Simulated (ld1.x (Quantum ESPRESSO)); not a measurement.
**Pseudopotential generation for scandium (Sc): ultrasoft, LDA (PZ), fully relativistic.**

- Element: Sc (Z = 21)
- Generator: ld1.x (Quantum ESPRESSO) 7.5
- Type: ultrasoft
- Functional: LDA (PZ)
- Relativity: fully relativistic
- Frozen core: [Ar]
- Valence charge: 3
- Reference configuration: 3d1 4s1 4p1
- Partial waves: 4s (bound): rcut 2.75, rcutus 3.35 bohr; 4s channel at 4.2 Ry: rcut 2.75, rcutus 3.35 bohr; 4p (bound): rcut 2.40, rcutus 3.20 bohr; 4p channel at 5.25 Ry: rcut 2.40, rcutus 3.20 bohr; 3d (bound): rcut 2.25, rcutus 2.40 bohr; 3d channel at 0.55 Ry: rcut 2.25, rcutus 2.40 bohr
- Local potential: all-electron potential smoothed inside 3.30 bohr (lloc = -2)
- Core correction: a·sin(br)/r model core, default radius (core density twice the valence density)
- Augmentation charge: PSQ, inside the norm-conserving radii

Open shells are filled in proportion to 2j + 1 (rel_dist='average').

* Cutoffs needed: 12 Ry and 18 Ry (the cutoffs (Ry, on a coarse ladder) from which the occupation-weighted sum of valence levels, in a spherical-Bessel basis at the reference potential, stays within 10 and 1 mRy of its value at 400 Ry)
* Ghost test: no extra level below or beside the all-electron valence levels (s, p1/2, p3/2, d3/2, d5/2, f tested) (spherical-Bessel basis up to 400 Ry, 20 bohr box)
* Configuration tests: 1 of 7 tests not solved or not reliable; not counted: 3d2 4s1 4p0 (solver errors, printed error -36.6 eV)
* Lowest eigenvalue of the overlap operator: 0.07 (s channel)
* Density cutoff estimated by the generator: 86 Ry
